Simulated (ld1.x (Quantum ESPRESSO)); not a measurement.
Building the PAW potential for tellurium (Te) (PBE, fully relativistic).

Input for ld1.x (Quantum ESPRESSO) 7.5:

```
&input
   title='Te', zed=52., rel=2, dft='PBE', iswitch=3,
   config='[Kr] 4d10 5s1.75 5p4.25', rel_dist='average',
   nld=5, rlderiv=1.85, eminld=-10.0, emaxld=5.0, deld=0.04
 /
 &inputp
   pseudotype=3, lpaw=.true., tm=.true., lloc=-1, rcloc=1.60,
   nlcc=.true., new_core_ps=.true.,
   which_augfun='BG', rmatch_augfun=0.80,
   file_pseudopw='Te.UPF', file_wfcaegen='ae.wfc', file_wfcncgen='nc.wfc', file_beta='beta', file_chi='chi', file_wfcusgen='us.wfc'
 /
6
5S  1  0   1.75   0.00  1.55  1.70  0.0
5S  1  0   0.00  -0.35  1.55  1.70  0.0
4P  2  1   6.00   0.00  1.15  1.50  0.0
5P  3  1   4.25   0.00  1.15  1.50  0.0
4D  3  2  10.00   0.00  1.15  1.50  0.0
4D  3  2   0.00  -2.45  1.15  1.50  0.0
 &test
   configts(1)='4p6 4d10 5s1.75 5p4.25'
 /
```

Command:

```bash
ld1.x < Te.in > Te.out
```

Output (shortened: banner, matrices, multipoles, cross overlaps and the repeated all-electron block are left out):

```
Program LD1 v.7.5
     --------------------------- All-electron run ----------------------------

     Te
     dirac relativistic calculation

     atomic number is 52.00
     dft =PBE   lsd =0 sic =0 latt =0  beta=0.20 tr2=1.0E-14
     Exchange-correlation= PBE
                           (   1   4   3   4   0   0   0)
     mesh =1245 r(mesh) =  99.36066 a.u. xmin = -7.00 dx = 0.01250
     1 Ry =  13.60569312 eV, c = 137.03599908

     n l j   nl                  e(Ry)          e(Ha)          e(eV)
     Spin orbit split results
     1 0 0.5 1S 1( 2.00)     -2323.0887     -1161.5444    -31607.2320
     2 0 0.5 2S 1( 2.00)      -356.1490      -178.0745     -4845.6537
     2 1 0.5 2P 1( 2.00)      -333.6730      -166.8365     -4539.8531
     2 1 1.5 2P 1( 4.00)      -313.4984      -156.7492     -4265.3627
     3 0 0.5 3S 1( 2.00)       -70.8988       -35.4494      -964.6270
     3 1 0.5 3P 1( 2.00)       -61.6607       -30.8304      -838.9368
     3 1 1.5 3P 1( 4.00)       -57.9005       -28.9503      -787.7770
     4 0 0.5 4S 1( 2.00)       -12.0972        -6.0486      -164.5904
     4 1 0.5 4P 1( 2.00)        -8.9229        -4.4615      -121.4028
     4 1 1.5 4P 1( 4.00)        -8.2092        -4.1046      -111.6914
     3 2 1.5 3D 1( 4.00)       -41.6121       -20.8060      -566.1609
     3 2 2.5 3D 1( 6.00)       -40.8258       -20.4129      -555.4639
     4 2 1.5 4D 1( 4.00)        -3.1477        -1.5739       -42.8269
     4 2 2.5 4D 1( 6.00)        -3.0398        -1.5199       -41.3590
     5 0 0.5 5S 1( 1.75)        -1.1233        -0.5617       -15.2833
     5 1 0.5 5P 1( 1.42)        -0.4886        -0.2443        -6.6473
     5 1 1.5 5P 1( 2.83)        -0.4296        -0.2148        -5.8449
     Averaged results
     1 0     1S 1( 2.00)     -2323.0887     -1161.5444    -31607.2320
     2 0     2S 1( 2.00)      -356.1490      -178.0745     -4845.6537
     2 1     2P 1( 6.00)      -320.2233      -160.1116     -4356.8595
     3 0     3S 1( 2.00)       -70.8988       -35.4494      -964.6270
     3 1     3P 1( 6.00)       -59.1539       -29.5770      -804.8303
     4 0     4S 1( 2.00)       -12.0972        -6.0486      -164.5904
     4 1     4P 1( 6.00)        -8.4471        -4.2235      -114.9285
     3 2     3D 1(10.00)       -41.1403       -20.5702      -559.7427
     4 2     4D 1(10.00)        -3.0830        -1.5415       -41.9462
     5 0     5S 1( 1.75)        -1.1233        -0.5617       -15.2833
     5 1     5P 1( 4.25)        -0.4493        -0.2246        -6.1124

     final scf error:  4.5E-15 reached in  25 iterations

     Etot =  -13593.445388 Ry,   -6796.722694 Ha, -184948.246431 eV

     Ekin =   14376.400632 Ry,    7188.200316 Ha,  195600.895213 eV
     Encl =  -33021.143648 Ry,  -16510.571824 Ha, -449275.547045 eV
     Eh   =    5403.390512 Ry,    2701.695256 Ha,   73516.873132 eV
     Exc  =    -352.092884 Ry,    -176.046442 Ha,   -4790.467729 eV

     normalization and overlap integrals

     s(1S/1S) =  1.000000  <r> =   0.0278  <r2> =    0.0010  r(max) =   0.0178
     s(2S/2S) =  1.000000  <r> =   0.1194  <r2> =    0.0169  r(max) =   0.1014
     s(2P/2P) =  1.000000  <r> =   0.1008  <r2> =    0.0125  r(max) =   0.0780
     s(2P/2P) =  1.000000  <r> =   0.1064  <r2> =    0.0138  r(max) =   0.0830
     s(3S/3S) =  1.000000  <r> =   0.3218  <r2> =    0.1185  r(max) =   0.2934
     s(3P/3P) =  1.000000  <r> =   0.3122  <r2> =    0.1133  r(max) =   0.2791
     s(3P/3P) =  1.000000  <r> =   0.3236  <r2> =    0.1215  r(max) =   0.2897
     s(4S/4S) =  1.000000  <r> =   0.7646  <r2> =    0.6610  r(max) =   0.7038
     s(4P/4P) =  1.000000  <r> =   0.8016  <r2> =    0.7329  r(max) =   0.7216
     s(4P/4P) =  1.000000  <r> =   0.8302  <r2> =    0.7862  r(max) =   0.7492
     s(3D/3D) =  1.000000  <r> =   0.2947  <r2> =    0.1030  r(max) =   0.2372
     s(3D/3D) =  1.000000  <r> =   0.2983  <r2> =    0.1054  r(max) =   0.2402
     s(4D/4D) =  1.000000  <r> =   0.9644  <r2> =    1.0936  r(max) =   0.8076
     s(4D/4D) =  1.000000  <r> =   0.9766  <r2> =    1.1218  r(max) =   0.8177
     s(5S/5S) =  1.000000  <r> =   2.0816  <r2> =    4.9226  r(max) =   1.7972
     s(5P/5P) =  1.000000  <r> =   2.5710  <r2> =    7.6595  r(max) =   2.1144
     s(5P/5P) =  1.000000  <r> =   2.7007  <r2> =    8.4664  r(max) =   2.1952

     ------------------------ End of All-electron run ------------------------

     --------------------- Generating PAW atomic setup --------------------

      Generating local potential from pseudized AE potential:
      Matching radius rcloc =   1.6000

      Local pseudo, rcloc= 1.606 Estimated cut-off energy=     9.67 Ry

      Computing core charge for nlcc:

       r > 0.51 : true rho core
      Core charge pseudized with two Bessel functions
      Integrated core pseudo-charge :  18.58

     Fully relativistic calculation: |psi|^2

     Wfc 5S LC norm =  0.99989966 SC norm =  0.00009424 missing  0.00000610
     Speed at rcutus      1.114 a.u.,  v/c =  0.008127,  (v/c)^2 =  0.00006605

     Wfc 4P LC norm =  0.99941911 SC norm =  0.00058084 missing  0.00000005
     Speed at rcutus      0.710 a.u.,  v/c =  0.005182,  (v/c)^2 = -0.00002686

     Wfc 4P LC norm =  0.99945149 SC norm =  0.00054834 missing  0.00000017
     Speed at rcutus      0.732 a.u.,  v/c =  0.005339,  (v/c)^2 = -0.00002851

     Wfc 5P LC norm =  0.99993510 SC norm =  0.00006436 missing  0.00000054
     Speed at rcutus      1.019 a.u.,  v/c =  0.007433,  (v/c)^2 =  0.00005525

     Wfc 5P LC norm =  0.99994126 SC norm =  0.00004949 missing  0.00000925
     Speed at rcutus      0.922 a.u.,  v/c =  0.006728,  (v/c)^2 =  0.00004527

     Wfc 4D LC norm =  0.99959454 SC norm =  0.00040534 missing  0.00000012
     Speed at rcutus      0.572 a.u.,  v/c =  0.004175,  (v/c)^2 =  0.00001743

     Wfc 4D LC norm =  0.99960315 SC norm =  0.00039531 missing  0.00000154
     Speed at rcutus      0.613 a.u.,  v/c =  0.004473,  (v/c)^2 =  0.00002001
      Wfc-us  5S rcutus= 1.688  Estimated cut-off energy=    15.14 Ry
      Wfc-us  5S rcutus= 1.688  Estimated cut-off energy=    16.10 Ry
      Wfc-us  4P rcutus= 1.490  Estimated cut-off energy=    39.91 Ry
      Wfc-us  4P rcutus= 1.490  Estimated cut-off energy=    39.63 Ry
      Wfc-us  5P rcutus= 1.490  Estimated cut-off energy=    30.28 Ry
      Wfc-us  5P rcutus= 1.490  Estimated cut-off energy=    74.30 Ry
      Wfc-us  4D rcutus= 1.490  Estimated cut-off energy=    54.16 Ry
      Wfc-us  4D rcutus= 1.490  Estimated cut-off energy=    54.07 Ry
      Wfc-us  4D rcutus= 1.490  Estimated cut-off energy=    62.10 Ry
      Wfc-us  4D rcutus= 1.490  Estimated cut-off energy=    60.04 Ry

     Required augmentation: BG   radius:    0.800000
     Message from routine us2paw:
     WARNING: using Bloechl style augmentation functions is not a good idea, as analytical overlap are not implemented in pwscf: use BESSEL or GAUSS instead.
     Message from routine us2paw:
     WARNING: using Bloechl style augmentation functions is not a good idea, as analytical overlap are not implemented in pwscf: use BESSEL or GAUSS instead.
     Message from routine us2paw:
     WARNING: using Bloechl style augmentation functions is not a good idea, as analytical overlap are not implemented in pwscf: use BESSEL or GAUSS instead.
     Message from routine us2paw:
     WARNING: using Bloechl style augmentation functions is not a good idea, as analytical overlap are not implemented in pwscf: use BESSEL or GAUSS instead.
     [... 1 repeated lines left out ...]
     WARNING: using Bloechl style augmentation functions is not a good idea, as analytical overlap are not implemented in pwscf: use BESSEL or GAUSS instead.
     [... 1 repeated lines left out ...]
     WARNING: using Bloechl style augmentation functions is not a good idea, as analytical overlap are not implemented in pwscf: use BESSEL or GAUSS instead.
     [... 1 repeated lines left out ...]
     WARNING: using Bloechl style augmentation functions is not a good idea, as analytical overlap are not implemented in pwscf: use BESSEL or GAUSS instead.
     [... 1 repeated lines left out ...]
     WARNING: using Bloechl style augmentation functions is not a good idea, as analytical overlap are not implemented in pwscf: use BESSEL or GAUSS instead.
     [... 1 repeated lines left out ...]
     WARNING: using Bloechl style augmentation functions is not a good idea, as analytical overlap are not implemented in pwscf: use BESSEL or GAUSS instead.
     [... 1 repeated lines left out ...]
     WARNING: using Bloechl style augmentation functions is not a good idea, as analytical overlap are not implemented in pwscf: use BESSEL or GAUSS instead.
     [... 1 repeated lines left out ...]
     WARNING: using Bloechl style augmentation functions is not a good idea, as analytical overlap are not implemented in pwscf: use BESSEL or GAUSS instead.
     [... 1 repeated lines left out ...]
     WARNING: using Bloechl style augmentation functions is not a good idea, as analytical overlap are not implemented in pwscf: use BESSEL or GAUSS instead.
     [... 1 repeated lines left out ...]
     WARNING: using Bloechl style augmentation functions is not a good idea, as analytical overlap are not implemented in pwscf: use BESSEL or GAUSS instead.
     [... 1 repeated lines left out ...]
     WARNING: using Bloechl style augmentation functions is not a good idea, as analytical overlap are not implemented in pwscf: use BESSEL or GAUSS instead.
     [... 1 repeated lines left out ...]
     WARNING: using Bloechl style augmentation functions is not a good idea, as analytical overlap are not implemented in pwscf: use BESSEL or GAUSS instead.
     [... 1 repeated lines left out ...]
     WARNING: using Bloechl style augmentation functions is not a good idea, as analytical overlap are not implemented in pwscf: use BESSEL or GAUSS instead.
     [... 1 repeated lines left out ...]
     WARNING: using Bloechl style augmentation functions is not a good idea, as analytical overlap are not implemented in pwscf: use BESSEL or GAUSS instead.
     [... 1 repeated lines left out ...]
     WARNING: using Bloechl style augmentation functions is not a good idea, as analytical overlap are not implemented in pwscf: use BESSEL or GAUSS instead.
     [... 1 repeated lines left out ...]
     WARNING: using Bloechl style augmentation functions is not a good idea, as analytical overlap are not implemented in pwscf: use BESSEL or GAUSS instead.
     [... 1 repeated lines left out ...]
     WARNING: using Bloechl style augmentation functions is not a good idea, as analytical overlap are not implemented in pwscf: use BESSEL or GAUSS instead.
     [... 1 repeated lines left out ...]
     WARNING: using Bloechl style augmentation functions is not a good idea, as analytical overlap are not implemented in pwscf: use BESSEL or GAUSS instead.
     [... 1 repeated lines left out ...]
     WARNING: using Bloechl style augmentation functions is not a good idea, as analytical overlap are not implemented in pwscf: use BESSEL or GAUSS instead.
     [... 1 repeated lines left out ...]
     WARNING: using Bloechl style augmentation functions is not a good idea, as analytical overlap are not implemented in pwscf: use BESSEL or GAUSS instead.
     [... 1 repeated lines left out ...]
     WARNING: using Bloechl style augmentation functions is not a good idea, as analytical overlap are not implemented in pwscf: use BESSEL or GAUSS instead.
     [... 1 repeated lines left out ...]
     WARNING: using Bloechl style augmentation functions is not a good idea, as analytical overlap are not implemented in pwscf: use BESSEL or GAUSS instead.
     [... 1 repeated lines left out ...]
     WARNING: using Bloechl style augmentation functions is not a good idea, as analytical overlap are not implemented in pwscf: use BESSEL or GAUSS instead.
     Gaussians generated with zeta:    48.345947

     Estimated PAW energy = -735.820161 Ryd

     ------------------- End of pseudopotential generation -------------------

     Computing logarithmic derivative in   1.85433
     Computing logarithmic derivative in   1.85433
     Computing the partial wave expansion
     R is outside the sphere for l=    0 j= 0.50
     R is outside the sphere for l=    0 j= 0.50
     R is outside the sphere for l=    1 j= 0.50
     R is outside the sphere for l=    1 j= 0.50
     R is outside the sphere for l=    1 j= 1.50
     R is outside the sphere for l=    1 j= 1.50
     R is outside the sphere for l=    2 j= 1.50
     R is outside the sphere for l=    2 j= 1.50
     R is outside the sphere for l=    2 j= 2.50
     R is outside the sphere for l=    2 j= 2.50

     ---------------------- Testing the pseudopotential ----------------------

     Te
     dirac relativistic calculation

     atomic number is 52.00   valence charge is 22.00
     dft = SLA  PW   PBX  PBC   lsd =0 sic =0 latt =0  beta=0.20 tr2=1.0E-14
     mesh =1245 r(mesh) =  99.36066 xmin = -7.00 dx = 0.01250

     n l  j  nl             e AE (Ry)       e PS (Ry)    De AE-PS (Ry)
     2 1 0.5 4P   1( 2.00)       -8.92294       -8.92298        0.00003
     2 1 1.5 4P   1( 4.00)       -8.20916       -8.20920        0.00003
     3 2 1.5 4D   1( 4.00)       -3.14772       -3.14775        0.00003
     3 2 2.5 4D   1( 6.00)       -3.03983       -3.03987        0.00004
     1 0 0.5 5S   1( 1.75)       -1.12330       -1.12332        0.00002
     3 1 0.5 5P   1( 1.42)       -0.48856       -0.48856       -0.00001
     3 1 1.5 5P   1( 2.83)       -0.42959       -0.42959        0.00000

     eps = 4.8E-15  iter =  8

     Etot =  -13593.445388 Ry,   -6796.722694 Ha, -184948.246431 eV
     Etotps =  -735.820139 Ry,    -367.910069 Ha,  -10011.342999 eV

     Ekin =     595.654674 Ry,     297.827337 Ha,    8104.294700 eV
     Encl =   -1335.072335 Ry,    -667.536167 Ha,  -18164.584482 eV
     Ehrt =     355.690393 Ry,     177.845196 Ha,    4839.414332 eV
     Ecxc =    -352.092871 Ry,    -176.046435 Ha,   -4790.467549 eV
     (Ecc =     -94.177338 Ry,     -47.088669 Ha,   -1281.347953 eV)

     ---------------------- End of pseudopotential test ----------------------
```

Generation and configuration tests took about 5.7 s on one core of a shared server CPU.

Transferability test of the new file with ld1.x, input:

```
&input
   title='Te', zed=52., rel=2, dft='PBE', iswitch=2,
   config='[Kr] 4d10 5s1.75 5p4.25', rel_dist='average'
 /
 &test
   file_pseudo='Te.UPF', nconf=8,
   configts(1)='4p6 4d10 5s1.75 5p4.25',
   configts(2)='4p6 4d10 5s2 5p4',
   configts(3)='4p6 4d10 5s2 5p3',
   configts(4)='4p6 4d10 5s2 5p2',
   configts(5)='4p6 4d10 5s0 5p6',
   configts(6)='4p6 4d10 5s1 5p5',
   configts(7)='4p6 4d10 5s2 5p4.3',
   configts(8)='4p6 4d9 5s2 5p4'
 /
```

```bash
ld1.x < Te.test.in > Te.test.out
```

Pseudopotential blocks of its output, shortened (energy terms left out):

```
     ---------------------- Testing the pseudopotential ----------------------

     n l  j  nl             e AE (Ry)       e PS (Ry)    De AE-PS (Ry)
     2 1 0.5 4P   1( 2.00)       -8.92294       -8.92298        0.00003
     2 1 1.5 4P   1( 4.00)       -8.20916       -8.20920        0.00003
     3 2 1.5 4D   1( 4.00)       -3.14772       -3.14775        0.00003
     3 2 2.5 4D   1( 6.00)       -3.03983       -3.03987        0.00004
     1 0 0.5 5S   1( 1.75)       -1.12330       -1.12332        0.00002
     3 1 0.5 5P   1( 1.42)       -0.48856       -0.48856       -0.00001
     3 1 1.5 5P   1( 2.83)       -0.42959       -0.42959        0.00000

     eps = 4.8E-15  iter =  8

     Etot =  -13593.445388 Ry,   -6796.722694 Ha, -184948.246431 eV
     Etotps =  -735.820139 Ry,    -367.910069 Ha,  -10011.342998 eV

     ---------------------- End of pseudopotential test ----------------------

          ---------------------- Testing the pseudopotential ----------------------

     n l  j  nl             e AE (Ry)       e PS (Ry)    De AE-PS (Ry)
     2 1 0.5 4P   1( 2.00)       -8.89681       -8.90517        0.00836  !
     2 1 1.5 4P   1( 4.00)       -8.18312       -8.19064        0.00752  !
     3 2 1.5 4D   1( 4.00)       -3.12264       -3.12995        0.00730  !
     3 2 2.5 4D   1( 6.00)       -3.01484       -3.02196        0.00711  !
     1 0 0.5 5S   1( 2.00)       -1.10923       -1.11069        0.00146
     3 1 0.5 5P   1( 1.33)       -0.47771       -0.47948        0.00176
     3 1 1.5 5P   1( 2.67)       -0.41949       -0.41828       -0.00120

     eps = 2.9E-15  iter = 16

     Etot =  -13593.613437 Ry,   -6796.806718 Ha, -184950.532854 eV
     Etotps =  -735.988415 Ry,    -367.994207 Ha,  -10013.632514 eV
     dEtot_ae =      -0.168049 Ry
     dEtot_ps =      -0.168276 Ry,   Delta E=       0.000227 Ry

     ---------------------- End of pseudopotential test ----------------------

          ---------------------- Testing the pseudopotential ----------------------

     n l  j  nl             e AE (Ry)       e PS (Ry)    De AE-PS (Ry)
     2 1 0.5 4P   1( 2.00)       -9.56225       -9.57591        0.01366  !
     2 1 1.5 4P   1( 4.00)       -8.84838       -8.86054        0.01215  !
     3 2 1.5 4D   1( 4.00)       -3.78614       -3.79787        0.01173  !
     3 2 2.5 4D   1( 6.00)       -3.67816       -3.68954        0.01138  !
     1 0 0.5 5S   1( 2.00)       -1.72172       -1.72350        0.00178
     3 1 0.5 5P   1( 1.00)       -1.05245       -1.05518        0.00273
     3 1 1.5 5P   1( 2.00)       -0.98428       -0.98098       -0.00330

     eps = 6.1E-15  iter = 17

     Etot =  -13592.896870 Ry,   -6796.448435 Ha, -184940.783466 eV
     Etotps =  -735.272503 Ry,    -367.636251 Ha,  -10003.892031 eV
     dEtot_ae =       0.548518 Ry
     dEtot_ps =       0.547636 Ry,   Delta E=       0.000882 Ry

     ---------------------- End of pseudopotential test ----------------------

          ---------------------- Testing the pseudopotential ----------------------

     n l  j  nl             e AE (Ry)       e PS (Ry)    De AE-PS (Ry)
     2 1 0.5 4P   1( 2.00)      -10.32457      -10.34481        0.02025  !
     2 1 1.5 4P   1( 4.00)       -9.61032       -9.62801        0.01769  !
     3 2 1.5 4D   1( 4.00)       -4.54444       -4.56132        0.01688  !
     3 2 2.5 4D   1( 6.00)       -4.43609       -4.45242        0.01633  !
     1 0 0.5 5S   1( 2.00)       -2.40320       -2.40453        0.00133
     3 1 0.5 5P   1( 0.67)       -1.69330       -1.69689        0.00358
     3 1 1.5 5P   1( 1.33)       -1.61459       -1.60738       -0.00721  !

     eps = 7.8E-15  iter = 19

     Etot =  -13591.577656 Ry,   -6795.788828 Ha, -184922.834651 eV
     Etotps =  -733.955639 Ry,    -366.977819 Ha,   -9985.975190 eV
     dEtot_ae =       1.867731 Ry
     dEtot_ps =       1.864500 Ry,   Delta E=       0.003232 Ry

     ---------------------- End of pseudopotential test ----------------------
```

The test run then stopped with an error in new_paw_hamiltonian: “negative rho”.
